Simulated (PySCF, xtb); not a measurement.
CH5BO. Atoms are numbered in the order given.

```xyz
8

B      0.5244     0.1352     0.0000
H      1.7152     0.2479     0.0000
C     -0.1655    -1.2724     0.0000
H      0.1596    -1.8506    -0.8713
H      0.1596    -1.8506     0.8713
H     -1.2590    -1.2457     0.0000
O     -0.1608     1.3075     0.0000
H     -1.1187     1.1970     0.0000
```

Coordinates come from a B3LYP-D3(BJ)/def2-TZVP optimisation. The values are those of a single conformer.

Computed with C-PCM-PBE0/def2-SVP run with PySCF.

The values are the electrostatic part of the solvation free energy, E(continuum) − E(gas) at the gas-phase geometry, in a cavity of scaled van der Waals radii (PySCF's table); cavitation and dispersion terms are not included. In vacuum the orbital gap is 8.97 eV. The dipole moment in vacuum is 1.93 D.

Computed values in water (ε = 78.36), dichloromethane (ε = 8.93), acetonitrile (ε = 35.69):
| solvent | ε | ΔG(elec) (kcal/mol) | dipole (D) | gap (eV) |
|---|---|---|---|---|
| water | 78.36 | -4.1 | 2.39 | 8.98 |
| dichloromethane | 8.93 | -3.7 | 2.34 | 8.98 |
| acetonitrile | 35.69 | -4.0 | 2.38 | 8.98 |

For comparison, GFN2-xTB/ALPB(water) (xtb, at the GFN2-xTB geometry, all terms of that model) gives -4.3 kcal/mol.
